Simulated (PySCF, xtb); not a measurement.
Br₂Cu, SMILES [Cu-]([Br])[Br], charge -1, multiplicity 1.

GFN2-xTB (xtb) at its own geometry gives an orbital gap of 8.10 eV.

Coordinates come from a PBE0-D3(BJ)/def2-SVPD optimisation. The spin state was assumed, not searched.

Question: What does PBE/def2-TZVPD run with PySCF give? (The exact figures need the calculation; the answer reports its results.)

Answer: gap 3.50 eV (levels -0.89 and 2.61 eV).
